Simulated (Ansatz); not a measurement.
Cartesian coordinates in Å:
```
C 0.661 -0.638 1.445
N 0.152 -0.800 0.306
Si -0.036 0.404 -0.913
O -1.598 0.447 -1.364
F 0.362 1.856 -0.386
H 1.060 0.319 1.812
H 0.729 -1.479 2.145
H 0.848 0.110 -2.053
H -2.178 -0.219 -0.992
```

Total charge 0; spin multiplicity 1.

Q: List the PBE/def2-TZVPP orbital energies in eV (Ansatz 0.2.0). (Estimate.)

A: The calculation gave: Occupied: -1780.85, -659.75, -510.55, -380.56, -270.79, -138.41, -95.20, -95.16, -95.11, -29.50, -25.38, -22.75, -15.72, -14.07, -12.66, -11.75, -11.40, -10.74, -10.07, -9.36, -8.98, -8.49, -7.95, -6.12. Lowest empty: -2.47, 0.13, 0.44, 1.25, 1.49, 2.06, 2.58, 2.75.
